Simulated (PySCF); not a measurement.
CH8GeSi2 (calculated)

Computed with PySCF 2.14.0. Calculation on a computer-drawn molecule: the log of a Hartree-Fock and frozen-core CCSD(T) single point meant for a local Hartree-Fock minimum, with one planted fault or none, to be diagnosed. Offsets are logged minus clean, where the clean run is the same molecule without the fault. The reference is restricted for singlets and unrestricted otherwise, and also for a bond in bohr or an excited solution. Adding or removing an electron swaps singlet and doublet. The excited solution moves the top pair (singlet) or top alpha electron (doublet) to the lowest empty orbital. Highest occupied and lowest empty are orbital energies over both spins, largest force is the largest gradient component, triples share is (T) over the correlation energy, the T1 limit is 0.02 restricted and 0.045 unrestricted, electrons count all cores, a negative frequency is imaginary (commonest isotopes), and the dipole is about the centre of nuclear charge; on germanium a core potential holds 10 electrons, which the energies leave out, and 3d is frozen in MP2 and coupled-cluster steps.

### CH8GeSi2

Logged structure:
```xyz
12
CH8GeSi2
Si    -0.0419     0.7835     2.4014
C      1.0282     0.7757     1.0878
Ge     0.5665     1.1332    -0.7649
Si     0.9945    -0.7903    -2.1518
H     -1.4737     1.0925     2.2654
H      0.3631     0.4806     3.7847
H      2.0708     0.5352     1.2832
H     -0.9237     1.5046    -0.8440
H      1.3761     2.3287    -1.2969
H      0.1291    -1.9212    -1.7366
H      2.4120    -1.2089    -2.0193
H      0.7256    -0.4877    -3.5794
```

```
meant charge                                : 0
meant multiplicity                          : 1
meant basis                                 : cc-pV(D+d)Z
meant basis and core potential on germanium : cc-pVDZ-PP ECP10MDF
logged electrons                            : 75
logged basis functions                      : 123
logged SCF converged                        : yes
logged spin squared                         : 0.7703
logged highest occupied                     : 0.23914 eV
logged lowest empty                         : 7.622 eV
logged largest force                        : 0.061012 hartree/bohr
logged T1 diagnostic                        : 0.016501
logged D1 diagnostic                        : 0.071462
logged triples share                        : 0.031223
logged CC converged                         : yes
logged dipole magnitude                     : 6.1694 debye
logged SCF stable within its kind           : yes
logged energy HF                            : -913.67121 hartree
logged energy CCSD(T)                       : -914.20756 hartree
possible faults                             : no fault, one electron removed, one electron added, multiplicity raised by two, geometry at a saddle point, SCF held on an excited solution, minimal basis STO-3G, one bond length entered in bohr, all coordinates scaled
planted fault                               : ?
```

Drawn bonds:
| atom | other atom | order |
| --- | --- | --- |
| 1 | 2 | 2 |
| 2 | 3 | 1 |
| 3 | 4 | 1 |
| 1 | 5 | 1 |
| 1 | 6 | 1 |
| 2 | 7 | 1 |
| 3 | 8 | 1 |
| 3 | 9 | 1 |
| 4 | 10 | 1 |
| 4 | 11 | 1 |
| 4 | 12 | 1 |

Notes: highest electron not bound in this basis.

Question: Give the missing planted fault for CH8GeSi2.
Answer: one electron added

Further results for CH8GeSi2:

```
HF energy offset from clean run      : 25.97 kcal/mol
CCSD(T) energy offset from clean run : 19.66 kcal/mol
```
